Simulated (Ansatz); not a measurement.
Energy needed to pull apart ZnF$_{2}$ (SMILES [F][Zn][F]), singlet, into free ground-state atoms, from the structure below (displaced at random from a GFN2-xTB minimum); no zero-point or spin–orbit terms; open-shell atoms are treated unrestricted, in their ground-state multiplicity.

F1  (-1.246, 0.369, -0.659)
Zn2  (0.199, 0.503, 0.172)
F3  (1.052, -0.930, 0.463)
(Å)

Ansatz 0.2.0; basis: def2-TZVPP; cores frozen in the correlated methods. The 3s and 3p shells of Cu and Zn are frozen; filled d shells are correlated.

| method | atomization energy (kJ/mol) |
| --- | --- |
| SPW92 | 853 |
| PBE-D4 | ? |
| r2SCAN-D4 | 694 |
| PBE0-D4 | ? |
| HSE06-D4 | 661 |
| wB97M-V | 675 |
| HF | 414 |
| MP2 | 733 |
| CCSD | 643 |
| CCSD(T) | 661 |

**Question.** What does PBE-D4 give? (Judge from chemistry; the value comes from the calculation.)

**Answer.** By the calculation: 699 kJ/mol, which is about 39 kJ/mol more than CCSD(T)/def2-TZVPP.

**Question.** What does PBE0-D4 give? (An estimate is asked for; the value comes from the calculation.)

**Answer.** Computed: 660 kJ/mol, which is about 0 kJ/mol less than CCSD(T)/def2-TZVPP.

In triple zeta the MP2 and coupled-cluster atomization energies are still short of their basis limit by a few kcal/mol a bond, whereas those of the functionals are nearly converged, so these differences are not deviations from converged CCSD(T).

The T1 diagnostic stays at or below 0.020.

For scale, one of the runs: CCSD(T)/def2-TZVPP forces, 126 basis functions (an equivalent command: `ansatz run in.yaml --threads 4`). Hardware: 4 CPU threads, shared host. Wall time 43 s; peak host memory 1 GiB.
